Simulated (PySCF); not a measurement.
bromine monochloride (BrCl), SMILES ClBr.

The structure is a stationary point at B3LYP-D3(BJ)/def2-TZVP.

Two levels are set side by side: PBE/def2-TZVPD (PySCF) and B3LYP/def2-TZVPD (PySCF). Same geometry, gas phase. Differences are taken from unrounded values.

```json
[
 {"quantity": "orbital gap (eV)", "B3LYP": "4.31"},
 {"quantity": "highest occupied level (eV)", "B3LYP": "-8.19"},
 {"quantity": "lowest empty level (eV)", "B3LYP": "-3.88"},
 {"quantity": "dipole moment (D)", "B3LYP": "0.48"},
 {"quantity": "mean polarisability (bohr³)", "B3LYP": "38.6"}
]
```

### Question
What does PBE give, and how far is it from B3LYP? (The exact figures need the calculation; the answer reports its results.)

### Answer

| quantity | PBE | PBE minus B3LYP |
|---|---|---|
| orbital gap (eV) | 2.51 | -1.80 |
| highest occupied level (eV) | -7.12 | 1.08 |
| lowest empty level (eV) | -4.61 | -0.73 |
| dipole moment (D) | 0.46 | -0.02 |
| mean polarisability (bohr³) | 39.1 | 0.4 |

Without exact exchange PBE keeps part of each electron's self-repulsion, which lifts occupied levels and narrows the gap. Differences between two approximate levels are no errors against the true value.

Rough cost on one machine, each run with all the roots and properties that it gave: B3LYP against PBE within a factor of 2.
